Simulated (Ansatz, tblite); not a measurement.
Potential energy curve for Sn(Me)4, SMILES [CH3][Sn]([CH3])([CH3])[CH3]. The C1–H17 bond (C1 also carries H, H, Sn; H17 carries nothing else) is varied alone, starting from the PBE0/def2-SVP, def2 effective core potentials past Kr optimised geometry.

Computed with: GFN2-xTB, 300 K electronic temperature (tblite); RKS-B3LYP = restricted B3LYP/def2-SVP, def2 effective core potentials past Kr in Ansatz (an electronic-structure program); RKS-PBE = restricted PBE/def2-SVP, def2 effective core potentials past Kr run with Ansatz; UKS-PBE0 = Ansatz with unrestricted PBE0/def2-SVP, def2 effective core potentials past Kr.

Energies relative to the lowest point of each curve near equilibrium, in kcal/mol:

```json
[
 {"R / Å": "0.91", "GFN2-xTB": "16.7", "RKS-B3LYP": "20.6", "RKS-PBE": "21.8"},
 {"R / Å": "0.97", "GFN2-xTB": "6.2", "RKS-B3LYP": "8.5", "RKS-PBE": "9.3"},
 {"R / Å": "1.02", "GFN2-xTB": "1.7", "RKS-B3LYP": "2.9", "RKS-PBE": "3.4"},
 {"R / Å": "1.08", "GFN2-xTB": "0.0", "RKS-B3LYP": "0.2", "RKS-PBE": "0.3"},
 {"R / Å": "1.10", "GFN2-xTB": "0.1", "RKS-B3LYP": "0.0", "RKS-PBE": "0.0"},
 {"R / Å": "1.14", "GFN2-xTB": "1.0", "RKS-B3LYP": "0.5", "RKS-PBE": "0.3"},
 {"R / Å": "1.23", "GFN2-xTB": "5.9", "RKS-B3LYP": "5.0", "RKS-PBE": "4.4"},
 {"R / Å": "1.33", "GFN2-xTB": "13.8", "RKS-B3LYP": "13.3", "RKS-PBE": "12.2"},
 {"R / Å": "1.44", "GFN2-xTB": "23.8", "RKS-B3LYP": "24.3", "RKS-PBE": "22.8"},
 {"R / Å": "1.62", "GFN2-xTB": "41.0", "RKS-B3LYP": "43.5", "RKS-PBE": "41.3"},
 {"R / Å": "1.81", "GFN2-xTB": "58.2", "RKS-B3LYP": "62.7", "RKS-PBE": "59.8"},
 {"R / Å": "2.71", "GFN2-xTB": "110.5", "RKS-B3LYP": "123.5", "RKS-PBE": "117.0"}
]
```

Problem. What does UKS-PBE0 give at the same points?

Solution. 0.91: 20.8; 0.97: 8.6; 1.02: 2.9; 1.08: 0.2; 1.10: 0.0; 1.14: 0.6; 1.23: 5.2; 1.33: 13.7; 1.44: 25.1; 1.62: 45.1; 1.81: 65.2; 2.71: 109.0 (kcal/mol).

The restricted form behind RKS-B3LYP, RKS-PBE keeps the bonding electrons paired and can't separate into open-shell fragments. The unrestricted determinant behind UKS-PBE0 is spin-contaminated at 2.04 to 3.21 Å (<S²> up to 1.0, against 0.00 for a pure singlet).
